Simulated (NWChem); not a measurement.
System: SiNH4, doublet; SMILES [NH][SiH3]

```xyz
6

N      0.0846    -1.2415     0.2253
Si    -0.0159     0.5119     0.0416
H      0.6671    -1.6543    -0.5163
H     -0.8542     1.0841     1.1300
H     -0.6249     0.8565    -1.2850
H      1.3540     1.1196     0.1008
```
Atoms are numbered in this order, from 1.

Level: PBE0/def2-SVP, spin-unrestricted (NWChem), optimised geometry, unscaled harmonic frequencies. 

```json
[
 {"frequency (cm⁻¹)": "91", "IR intensity (km/mol)": "99.2"},
 {"frequency (cm⁻¹)": "552", "IR intensity (km/mol)": "15.5"},
 {"frequency (cm⁻¹)": "623", "IR intensity (km/mol)": "65.9"},
 {"frequency (cm⁻¹)": "762", "IR intensity (km/mol)": "48.5"},
 {"frequency (cm⁻¹)": "882", "IR intensity (km/mol)": "40.0"},
 {"frequency (cm⁻¹)": "907", "IR intensity (km/mol)": "78.9"},
 {"frequency (cm⁻¹)": "945", "IR intensity (km/mol)": "53.5"},
 {"frequency (cm⁻¹)": "960", "IR intensity (km/mol)": "148.4"},
 {"frequency (cm⁻¹)": "2201", "IR intensity (km/mol)": "100.0"},
 {"frequency (cm⁻¹)": "2201", "IR intensity (km/mol)": "71.9"},
 {"frequency (cm⁻¹)": "2268", "IR intensity (km/mol)": "97.0"},
 {"frequency (cm⁻¹)": "3486", "IR intensity (km/mol)": "4.6"}
]
```

```
Quantity                                                                                              Value
-----------------------------------------------------------------------------------------  ----------------
zero-point energy                                                                             22.7 kcal/mol
thermal correction to the enthalpy at 298.15 K (with zero-point energy)                       25.9 kcal/mol
heat capacity Cv                                                                           12.6 cal/(mol K)
entropy at 298.15 K and 1 atm (symmetry number 1, electronic part: spin degeneracy alone)  64.9 cal/(mol K)
dipole moment                                                                                        1.47 D
```

Rigid rotor and harmonic oscillator; modes under 100 cm⁻¹ make the entropy uncertain.
